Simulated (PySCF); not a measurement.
**Highest orbital energy against ionisation energy along the 4p block**

Calculated with PySCF 2.14, no spin-orbit coupling. Each cell gives −ε(HOMO) / ΔSCF in eV; NIST values include spin-orbit coupling, (s) semi-empirical, (t) theoretical.

```csv
species,UHF,LDA,PBE,PBE0,r2SCAN,NIST (lowest levels)
"Ga (aug-cc-pVTZ-PP with one added diffuse shell each of s, d, f type with ECP10MDF, ECP)",5.822 / 5.533,2.907 / 5.995,2.915 / 5.917,3.742 / 5.950,3.167 / 6.078,5.999
"Ge (aug-cc-pVTZ-PP with one added diffuse shell each of s, d, f type with ECP10MDF, ECP)",7.887 / 7.404,4.382 / 7.964,4.360 / 7.845,5.365 / 7.888,4.676 / 8.019,7.899
"As (aug-cc-pVTZ-PP with one added diffuse shell each of s, d, f type with ECP10MDF, ECP)",10.043 / 9.415,5.938 / 9.983,5.899 / 9.844,7.078 / 9.914,6.297 / 10.064,9.789
"Se (aug-cc-pVTZ-PP with one added diffuse shell each of s, d, f type with ECP10MDF, ECP)",9.452 / 8.544,5.783 / 9.845,5.687 / 9.603,6.842 / 9.598,5.972 / 9.649,9.752
"Br (aug-cc-pVTZ-PP with one added diffuse shell each of s, d, f type with ECP10MDF, ECP)",11.777 / 10.718,7.535 / 12.032,7.410 / 11.753,8.729 / 11.768,7.743 / 11.835,11.814
"Kr (aug-cc-pVTZ-PP with one added diffuse shell each of s, d, f type with ECP10MDF, ECP)",14.244 / 13.053,9.371 / 14.295,9.231 / 13.999,10.725 / 14.051,9.648 / 14.133,14.000
```

Problem. How far is −ε(HOMO) from ΔSCF on average for each method, and why?

Solution. UHF 0.76 eV; LDA -4.03 eV; PBE -3.91 eV; PBE0 -2.78 eV; r2SCAN -3.71 eV. Hartree-Fock orbital energies lack relaxation and so exceed the ΔSCF value; semilocal functionals have convex E(N) from self-interaction, so their HOMO lies far too high; exact exchange moves hybrids part of the way back.
